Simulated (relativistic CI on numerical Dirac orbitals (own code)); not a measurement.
**Mn3+: K-alpha X-ray emission**

Computed with this model: Dirac-Coulomb-Breit CI, orbitals from a KLI potential per configuration, model QED, valence Slater integrals scaled by 0.8, multiplet model of X-ray emission after core ionisation; configurations [Ar] 3d4 → 1s 2s2 2p6 3s2 3p6 3d4 → [He] 2s2 2p5 3s2 3p6 3d4; 80 K; Lorentzian 1.8 eV and Gaussian 0.6 eV FWHM. Energies are those of the free ion, without screening or charge transfer. S is read from ⟨S²⟩ = S(S + 1).

Field parameters in Wybourne normalisation: D4h B²₀ = −7Ds, B⁴₀ = 21(Dq − Dt), B⁴₄ = 21√(5/14) Dq; Oh B⁴₀ = 21Dq, B⁴₄ = √(5/14) B⁴₀; Td as Oh with Dq negative (B⁴₀ = 21Dq, B⁴₄ = √(5/14) B⁴₀). The field is a parameter set, without covalency.

free ion: ground-state S = 2.00, centroid 5893.27 eV. Peaks (eV, height): 5885.6 (37), 5892.6 (24), 5897.6 (100).

Td, 10Dq = -10000 cm⁻¹: ground-state S = 2.00, centroid 5893.59 eV. Peaks (eV, height): 5885.8 (42), 5897.6 (100).

D4h, 10Dq = 24450, Ds = -170, Dt = -120 cm⁻¹: ground-state S = 1.04, centroid 5893.01 eV. Peaks (eV, height): 5885.6 (46), 5897.4 (100).

Oh, 10Dq = 26950 cm⁻¹: ground-state S = 1.01, centroid 5893.09 eV. Peaks (eV, height): 5885.4 (45), 5897.4 (100).

Strongest unbroadened transitions for D4h, 10Dq = 24450, Ds = -170, Dt = -120 cm⁻¹:

```csv
Energy (eV),Relative strength
5884.72,18.2
5896.58,19.6
5896.62,28.2
5897.04,24.7
5897.09,17.9
5897.15,17.7
5897.41,18.2
5897.47,18.8
5897.50,17.9
5897.53,36.9
5897.59,100.0
5897.60,76.6
5897.64,41.4
5897.71,22.7
5898.06,60.9
5898.08,27.6
5898.09,27.3
5898.22,25.4
```
